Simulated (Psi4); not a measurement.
Br3ClSn (SMILES [Cl][Sn]([Br])([Br])[Br]), singlet, geometry from GFN2-xTB (such geometries of metal compounds can be far from the true shape) (core potentials on Sn); R2SCAN/def2-SVPD (Psi4).

The Psi4 input:
```
memory 2 GB

molecule {
0 1
Cl   -0.05180291    0.11668519    2.62165744
Sn   -0.00574607    0.01294292    0.29079864
Br    2.12686844   -1.14056758   -0.47147866
Br   -0.07830954    2.36438446   -0.67105113
Br   -2.01518883   -1.29898243   -0.54627331
}

set {
  basis def2-svpd
}

energy('r2scan')
print_variables()
```

The log (banner, timings and long lists left out):

```
   => Loading Basis Set <=

    Name: DEF2-SVPD
    Role: ORBITAL
    Keyword: BASIS

    !!!  WARNING: ECP capability is in beta. Please check occupations closely.  !!!

         ---------------------------------------------------------
                                   SCF
               by Justin Turney, Rob Parrish, Andy Simmonett
                          and Daniel G. A. Smith
                              RKS Reference
         ---------------------------------------------------------

  ==> Geometry <==

    Molecular point group: c1
    Full point group: C1

    Geometry (in Angstrom), charge = 0, multiplicity = 1:

       Center              X                  Y                   Z               Mass
    ------------   -----------------  -----------------  -----------------  -----------------
         CL          -0.052142661843     0.117450482337     2.638851860347    34.968852682000
         SN          -0.006085821843     0.013708212337     0.307993060347   119.902201630000
         BR           2.126528688157    -1.139802287663    -0.454284239653    78.918337600000
         BR          -0.078649291843     2.365149752337    -0.653856709653    78.918337600000
         BR          -2.015528581843    -1.298217137663    -0.529078889653    78.918337600000

  Running in c1 symmetry.

  Rotational constants: A =      0.01678  B =      0.01678  C =      0.01243 [cm^-1]
  Rotational constants: A =    503.18341  B =    503.18341  C =    372.58975 [MHz]
  Nuclear repulsion = 1271.780534201656110

  Charge       = 0
  Multiplicity = 1
  Electrons    = 144
  Nalpha       = 72
  Nbeta        = 72

  ==> Algorithm <==

  SCF Algorithm Type is DF.
  DIIS enabled.
  MOM disabled.
  Fractional occupation disabled.
  Guess Type is SAD.
  Energy threshold   = 1.00e-06
  Density threshold  = 1.00e-06
  Integral threshold = 1.00e-12

  ==> Primary Basis <==

  Basis Set: DEF2-SVPD
    Blend: DEF2-SVPD
    Number of shells: 68
    Number of basis functions: 182
    Number of Cartesian functions: 199
    Spherical Harmonics?: true
    Max angular momentum: 2

  Core potential: DEF2-SVPD
    Number of shells: 4
    Number of ECP primitives: 18
    Number of ECP core electrons: 28
    Max angular momentum: 3

  ==> DFT Potential <==

   => LibXC <=

    Version 7.1.2
    S. Lehtola, C. Steigemann, M. J. T. Oliveira, and M. A. L. Marques,  SoftwareX 7, 1–5 (2018) (10.1016/j.softx.2017.11.002)

   => Composite Functional: R2SCAN <=

    r2SCAN Meta-GGA XC Functional  (0.1021/acs.jpclett.0c02405)
    J. W. Furness, A. D. Kaplan, J. Ning, J. P. Perdew, J. Sun  J. Phys. Chem. Lett.  11, 8208–8215, 2020

    Deriv               =              1
    GGA                 =           TRUE
    Meta                =           TRUE

    Exchange Hybrid     =          FALSE
    MP2 Hybrid          =          FALSE

   => Exchange Functionals <=

    1.0000   XC_MGGA_X_R2SCAN

   => Correlation Functionals <=

    1.0000   XC_MGGA_C_R2SCAN

   => LibXC Density Thresholds  <==

    XC_MGGA_C_R2SCAN:  1.00E-15
    XC_MGGA_X_R2SCAN:  1.00E-11

   => Molecular Quadrature <=

    Radial Scheme          =       TREUTLER
    Pruning Scheme         =           NONE
    Nuclear Scheme         =       TREUTLER

    Blocking Scheme        =         OCTREE
    BS radius alpha        =              1
    Pruning alpha          =              1
    Radial Points          =             75
    Spherical Points       =            302
    Total Points           =         108203
    Total Blocks           =            955
    Max Points             =            256
    Max Functions          =            148
    Weights Tolerance      =       1.00E-15

   => Loading Basis Set <=

    Name: (DEF2-SVPD AUX)
    Role: JKFIT
    Keyword: DF_BASIS_SCF

  ==> Integral Setup <==

  SCF_SUBTYPE=INCORE selected. In-core MEM_DF algorithm will be used.
  Using in-core AOs.

  ==> MemDFJK: Density-Fitted J/K Matrices <==

    J tasked:                   Yes
    K tasked:                    No
    wK tasked:                   No
    Algorithm:                 Core
    Schwarz Cutoff:           1E-12
    Mask sparsity (%):      10.7475
    Fitting Condition:        1E-10

   => Auxiliary Basis Set <=

  Basis Set: (DEF2-SVPD AUX)
    Blend: DEF2-UNIVERSAL-JKFIT
    Number of shells: 264
    Number of basis functions: 1144
    Number of Cartesian functions: 1577
    Spherical Harmonics?: true
    Max angular momentum: 5

  Minimum eigenvalue in the overlap matrix is 1.3293312662E-03.
  Reciprocal condition number of the overlap matrix is 1.8754850551E-04.
    Using symmetric orthogonalization.

  ==> Pre-Iterations <==

  SCF Guess: Superposition of Atomic Densities via on-the-fly atomic UHF (no occupation information).

   -------------------------
    Irrep   Nso     Nmo
   -------------------------
     A        182     182
   -------------------------
    Total     182     182
   -------------------------

  ==> Iterations <==

                           Total Energy        Delta E     RMS |[F,P]|

   @DF-RKS iter SAD: -8391.09959905331380   -8.39110e+03   0.00000e+00
   @DF-RKS iter   1: -8394.96571609627426   -3.86612e+00   1.36813e-02 ADIIS/DIIS
   @DF-RKS iter   2: -8394.74828770444765    2.17428e-01   1.36534e-02 ADIIS/DIIS
   @DF-RKS iter   3: -8396.05215813884752   -1.30387e+00   1.84157e-03 ADIIS/DIIS
   @DF-RKS iter   4: -8396.11041537866731   -5.82572e-02   7.40173e-04 ADIIS/DIIS
   @DF-RKS iter   5: -8396.12133642282424   -1.09210e-02   1.70413e-04 ADIIS/DIIS
   @DF-RKS iter   6: -8396.12180428476677   -4.67862e-04   6.05832e-05 DIIS
   @DF-RKS iter   7: -8396.12189300151840   -8.87168e-05   9.37826e-06 DIIS
   @DF-RKS iter   8: -8396.12189460552872   -1.60401e-06   1.74302e-06 DIIS
   @DF-RKS iter   9: -8396.12189465859046   -5.30617e-08   4.69834e-07 DIIS
  Energy and wave function converged.

  ==> Post-Iterations <==

   Electrons on quadrature grid:
      Ntotal   =  143.9999955336 ; deviation = -4.466e-06

    Orbital Energies [Eh]
    ---------------------

    Doubly Occupied:

[...]
    Virtual:

[...]
    Final Occupation by Irrep:
              A
    DOCC [    72 ]
    NA   [    72 ]
    NB   [    72 ]

  @DF-RKS Final Energy: -8396.12189465859046

   => Energetics <=

    Nuclear Repulsion Energy =           1271.7805342016561099
    One-Electron Energy =              -14295.3078816887573339
    Two-Electron Energy =                4947.7964678790785911
    DFT Exchange-Correlation Energy =    -320.3910150505687398
    Empirical Dispersion Energy =           0.0000000000000000
    VV10 Nonlocal Energy =                  0.0000000000000000
    Total Energy =                      -8396.1218946585904632

Computation Completed

Properties will be evaluated at   0.000000,   0.000000,   0.000000 [a0]

Properties computed using the SCF density matrix

 Multipole Moments:

 ------------------------------------------------------------------------------------
     Multipole            Electronic (a.u.)      Nuclear  (a.u.)        Total (a.u.)
 ------------------------------------------------------------------------------------

 L = 1.  Multiply by 2.5417464519 to convert [e a0] to [Debye]
 Dipole X            :         -0.2097814            0.2115835            0.0018021
 Dipole Y            :          0.4729309           -0.4765883           -0.0036574
 Dipole Z            :         10.6217340          -10.7078788           -0.0861448
 Magnitude           :                                                    0.0862412

 ------------------------------------------------------------------------------------

  Variable Map:
  ----------------------------------------------------------------------------
[...]
  Array Variable Map:
  ----------------------------------------------------------------------------
[...]
[...]
```
